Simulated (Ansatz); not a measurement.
The same path of F$_{4}$H$_{4}$OSiZr (11 atoms, charge 0, multiplicity 1) was run twice with different band settings. Lost on the way: O6–H11. Made: F2–H11.

These are results of RHF/def2-SVP (Ansatz), not measurements.

Relaxed end points:

```xyz
11
Properties=species:S:1:pos:R:3
Zr 0.003 0.082 0.012
F 0.320 -0.112 1.904
F 1.810 0.059 -0.606
F -0.596 1.823 -0.500
F -0.714 -1.331 -1.090
O -2.138 -0.282 0.908
Si -3.517 -1.002 0.192
H -3.363 -2.463 0.212
H -4.662 -0.594 1.029
H -3.613 -0.458 -1.166
H -2.138 -0.154 1.850
```

```xyz
11
Properties=species:S:1:pos:R:3
Zr -0.231 0.003 -0.344
F -0.490 0.709 2.003
F 1.196 -0.969 0.482
F -0.015 1.898 -0.514
F -0.137 -0.586 -2.155
O -2.029 -0.573 0.178
Si -3.554 -1.209 0.178
H -3.502 -2.662 -0.086
H -4.158 -0.981 1.513
H -4.384 -0.543 -0.847
H -1.305 0.480 2.337
```

Common settings: climbing image yes; spring 5.0 eV/Å²; optimiser quadratic models (default); start path through a guess of the saddle point; force threshold 0.05 eV/Å; iteration limit 60; end points relaxed.

| run | movable images |
| --- | --- |
| 1 | 5 |
| 2 | 2 |

**Question.** What does each run give, and how far can it be trusted?

**Answer.** Run 1: converged after 20 iterations, highest image 1.016 eV above the first end. A vibrational analysis at the climbing image gives one clearly imaginary mode, 1128i cm⁻¹: a first-order saddle point.
Run 2: converged after 23 iterations, highest image 1.016 eV above the first end. Another band between the same ends (5 images) ends at a top of the same energy, where a vibrational analysis finds 1 clearly imaginary mode. So few images can step over the top or miss a turn of the path.
The orbitals stay closed-shell, which can raise the energy where a bond breaks towards radicals; this wasn't checked here.
